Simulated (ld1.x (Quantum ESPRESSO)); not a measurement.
An all-electron radial function and its pseudo partner (S)

Columns: radius, all-electron u(r) and pseudo u(r) of the 3s shell (level -27.63 eV) of sulfur in the configuration [Ne] 3s2 3p3; PBE, scalar-relativistic, PAW scheme, ld1.x (Quantum ESPRESSO) 7.5.

```csv
r (bohr),all-electron,pseudo
0.085,0.1612,0.0248
0.170,-0.1563,0.0529
0.255,-0.3725,0.0873
0.340,-0.4188,0.1303
0.425,-0.3394,0.1831
0.510,-0.1889,0.2460
0.595,-0.0091,0.3180
0.680,0.1726,0.3970
0.765,0.3402,0.4800
0.850,0.4855,0.5633
0.935,0.6053,0.6427
1.020,0.7000,0.7143
1.105,0.7708,0.7743
1.190,0.8196,0.8198
1.275,0.8489,0.8489
1.360,0.8615,0.8615
1.445,0.8602,0.8602
1.530,0.8476,0.8476
1.615,0.8260,0.8260
1.700,0.7977,0.7977
1.785,0.7643,0.7643
1.870,0.7274,0.7274
1.955,0.6883,0.6883
2.040,0.6480,0.6480
2.125,0.6074,0.6074
2.210,0.5671,0.5671
```

Question: How many radial nodes do the two functions have?

Answer: The all-electron 3s function has n − l − 1 = 2; the pseudo-wave has 0, since the states of the same l below it are removed with the core.

Question: At about which radius was the pseudo-wave matched?

Answer: 1.25 bohr, where the columns begin to agree (steps of 0.09 bohr).

Question: Where does each function peak?

Answer: Outermost all-electron maximum near 1.36 bohr, pseudo maximum near 1.36 bohr (to the table’s step).

Question: Is the pseudo-wave norm-conserving?

Answer: No, it belongs to a PAW set: the norm inside the radius is not constrained, and the difference is carried by the augmentation charge.
